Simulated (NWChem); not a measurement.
Everything below was run with NWChem. System: F2Zn, charge 0, spin multiplicity 1, at a geometry optimised with PBE0/def2-SVP. The structure started from a generated list of species. Level: TD-B3LYP/def2-SVPD, VWN1-RPA local correlation.

Job file:

```
start mol
memory heap 200 mb stack 900 mb global 1100 mb
geometry units angstroms nocenter noautoz
  Zn     0.000000     0.000000     0.000000
  F      0.000000     0.000000     1.729963
  F      0.000000     0.000000    -1.729963
  symmetry group D2h
end
basis spherical
  * library def2-svpd
end
dft
  xc b3lyp
  semidirect memsize 60000000 filesize 0
  iterations 100
end
tddft
  rpa
  nroots 8
  notriplet
  thresh 1e-4
end
task tddft energy
```

Part of the output:

```
             Northwest Computational Chemistry Package (NWChem) 7.3.0
             --------------------------------------------------------

                                NWChem Input Module
                                -------------------

 Scaling coordinates for geometry "geometry" by  1.889725989
 (inverse scale =  0.529177249)

 Turning off AUTOSYM since
 SYMMETRY directive was detected!

                             Geometry "geometry" -> ""
                             -------------------------

 Output coordinates in angstroms (scale by  1.889725989 to convert to a.u.)

  No.       Tag          Charge          X              Y              Z
 ---- ---------------- ---------- -------------- -------------- --------------
    1 Zn                  30.0000     0.00000000     0.00000000     0.00000000
    2 F                    9.0000     0.00000000     0.00000000     1.72996300
    3 F                    9.0000     0.00000000     0.00000000    -1.72996300

 Effective nuclear repulsion energy (a.u.)     177.5687647911

            Nuclear Dipole moment (a.u.)
            ----------------------------
        X                 Y               Z
 ---------------- ---------------- ----------------
     0.0000000000     0.0000000000     0.0000000000

      Symmetry information
      --------------------

 Group name             D2h
 Group number             26
 Group order               8
 No. of unique centers     2

      Symmetry unique atoms

     1    2


 Summary of "ao basis" -> "" (spherical)
 ------------------------------------------------------------------------------
       Tag                 Description            Shells   Functions and Types
 ---------------- ------------------------------  ------  ---------------------
 *                         def2-svpd                  on all atoms

                                 NWChem DFT Module
                                 -----------------

 Summary of "ao basis" -> "ao basis" (spherical)
 ------------------------------------------------------------------------------
       Tag                 Description            Shells   Functions and Types
 ---------------- ------------------------------  ------  ---------------------
 Zn                        def2-svpd                12       34   5s4p2d1f
 F                         def2-svpd                 9       23   4s3p2d

 Summary of "ao basis" -> "ao basis" (spherical)
 ------------------------------------------------------------------------------
       Tag                 Description            Shells   Functions and Types
 ---------------- ------------------------------  ------  ---------------------
 Zn                        def2-svpd                12       34   5s4p2d1f
 F                         def2-svpd                 9       23   4s3p2d

      Symmetry analysis of basis
      --------------------------

        ag         20
        au          3
        b1g         4
        b1u        17
        b2g         7
        b2u        11
        b3g         7
        b3u        11

            General Information
            -------------------
          SCF calculation type: DFT
          Wavefunction type:  closed shell.
          No. of atoms     :     3
          No. of electrons :    48
           Alpha electrons :    24
            Beta electrons :    24
          Charge           :     0
          Spin multiplicity:     1
          Use of symmetry is: off; symmetry adaption is: on
          Maximum number of iterations: 100
[...]
     Magnetic Dipole                               0.0000000000
     Total Oscillator Strength                     0.0430128437

          sigma_e =   1.9310 Angstrom
          sigma_h =   1.8403 Angstrom
         |d_h->e| =   0.0000 Angstrom
            d_exc =   2.6272 Angstrom
            d_CD1 =   0.0907 Angstrom
            d_CD2 =  -1.8857 Angstrom
            d_CD3 =   2.6272 Angstrom
     Pearson C.C. =   0.0300

     Occ.   20  ag  ---  Virt.   26  b2u -0.05893 X
     Occ.   22  b2u ---  Virt.   25  ag  -0.99499 X
     Occ.   22  b2u ---  Virt.   29  ag   0.05899 X
  ----------------------------------------------------------------------------
  Root   4 singlet b3u            0.265151346 a.u.                7.2151 eV
  ----------------------------------------------------------------------------
     Transition Moments    X  0.49319   Y -0.00979   Z  0.00000
     Transition Moments   XX -0.00000  XY -0.00000  XZ  0.00000
     Transition Moments   YY -0.00000  YZ  0.00000  ZZ  0.00000
     Dipole Oscillator Strength                    0.0430128508
     Electric Quadrupole                           0.0000000000
     Magnetic Dipole                               0.0000000000
     Total Oscillator Strength                     0.0430128508

          sigma_e =   1.9310 Angstrom
          sigma_h =   1.8403 Angstrom
         |d_h->e| =   0.0000 Angstrom
            d_exc =   2.6272 Angstrom
            d_CD1 =   0.0907 Angstrom
            d_CD2 =  -1.8857 Angstrom
            d_CD3 =   2.6272 Angstrom
     Pearson C.C. =   0.0300

     Occ.   20  ag  ---  Virt.   27  b3u  0.05893 X
     Occ.   21  b3u ---  Virt.   25  ag   0.99499 X
     Occ.   21  b3u ---  Virt.   29  ag  -0.05899 X
  ----------------------------------------------------------------------------
  Root   5 singlet ag             0.294696213 a.u.                8.0191 eV
  ----------------------------------------------------------------------------
     Transition Moments    X -0.00000   Y -0.00000   Z  0.00000
     Transition Moments   XX  0.54744  XY -0.00000  XZ  0.00000
     Transition Moments   YY  0.54744  YZ  0.00000  ZZ -3.28181
     Dipole Oscillator Strength                    0.0000000000
     Electric Quadrupole                           0.0000006661
     Magnetic Dipole                               0.0000000000
     Total Oscillator Strength                     0.0000006661

          sigma_e =   2.0400 Angstrom
          sigma_h =   1.6086 Angstrom
         |d_h->e| =   0.0000 Angstrom
            d_exc =   2.5553 Angstrom
            d_CD1 =   0.4313 Angstrom
            d_CD2 =  -1.8243 Angstrom
            d_CD3 =   2.5553 Angstrom
     Pearson C.C. =   0.0335

     Occ.   20  ag  ---  Virt.   25  ag  -0.95637 X
     Occ.   21  b3u ---  Virt.   27  b3u -0.19644 X
     Occ.   22  b2u ---  Virt.   26  b2u -0.19644 X
  ----------------------------------------------------------------------------
  Root   6 singlet b1u            0.300530691 a.u.                8.1779 eV
  ----------------------------------------------------------------------------
     Transition Moments    X -0.00000   Y -0.00000   Z -0.67300
     Transition Moments   XX -0.00000  XY  0.00000  XZ  0.00000
     Transition Moments   YY  0.00000  YZ  0.00000  ZZ  0.00000
     Dipole Oscillator Strength                    0.0907456463
     Electric Quadrupole                           0.0000000000
     Magnetic Dipole                               0.0000000000
     Total Oscillator Strength                     0.0907456463

          sigma_e =   2.0914 Angstrom
          sigma_h =   1.8613 Angstrom
         |d_h->e| =   0.0000 Angstrom
            d_exc =   2.7038 Angstrom
            d_CD1 =   0.2301 Angstrom
            d_CD2 =  -1.9764 Angstrom
            d_CD3 =   2.7038 Angstrom
     Pearson C.C. =   0.0678

     Occ.   19  b1u ---  Virt.   25  ag  -0.82431 X
     Occ.   23  b2g ---  Virt.   27  b3u -0.39559 X
     Occ.   24  b3g ---  Virt.   26  b2u -0.39559 X
  ----------------------------------------------------------------------------
  Root   7 singlet au             0.315181140 a.u.                8.5765 eV
  ----------------------------------------------------------------------------
     Transition Moments    X -0.00000   Y  0.00000   Z  0.00000
     Transition Moments   XX -0.00000  XY -0.00000  XZ -0.00000
     Transition Moments   YY -0.00000  YZ -0.00000  ZZ  0.00000
     Dipole Oscillator Strength                    0.0000000000
     Electric Quadrupole                           0.0000000000
     Magnetic Dipole                               0.0000000000
     Total Oscillator Strength                     0.0000000000

          sigma_e =   2.2935 Angstrom
          sigma_h =   1.7930 Angstrom
         |d_h->e| =   0.0000 Angstrom
            d_exc =   2.8706 Angstrom
            d_CD1 =   0.5005 Angstrom
            d_CD2 =  -2.0432 Angstrom
            d_CD3 =   2.8706 Angstrom
     Pearson C.C. =   0.0285

     Occ.   23  b2g ---  Virt.   26  b2u  0.70440 X
     Occ.   24  b3g ---  Virt.   27  b3u -0.70441 X
  ----------------------------------------------------------------------------
  Root   8 singlet b1u            0.316599782 a.u.                8.6151 eV
  ----------------------------------------------------------------------------
     Transition Moments    X -0.00000   Y  0.00000   Z  0.00000
     Transition Moments   XX  0.00000  XY  0.00000  XZ  0.00000
     Transition Moments   YY -0.00000  YZ -0.00000  ZZ  0.00000
     Dipole Oscillator Strength                    0.0000000000
     Electric Quadrupole                           0.0000000000
     Magnetic Dipole                               0.0000000000
     Total Oscillator Strength                     0.0000000000

          sigma_e =   2.3022 Angstrom
          sigma_h =   1.7924 Angstrom
         |d_h->e| =   0.0000 Angstrom
            d_exc =   2.8769 Angstrom
            d_CD1 =   0.5099 Angstrom
            d_CD2 =  -2.0473 Angstrom
            d_CD3 =   2.8769 Angstrom
     Pearson C.C. =   0.0286

     Occ.   23  b2g ---  Virt.   27  b3u -0.70492 X
     Occ.   24  b3g ---  Virt.   26  b2u  0.70492 X

              Target root =      1
          Target symmetry = none
      Ground state energy =  -1978.803660618080
        Excitation energy =      0.237442886390
     Excited state energy =  -1978.566217731690

  stored tddft:energy   -1978.5662177316899

 Task  times  cpu:       43.7s     wall:       43.7s

 Total times  cpu:       43.7s     wall:       43.7s
```
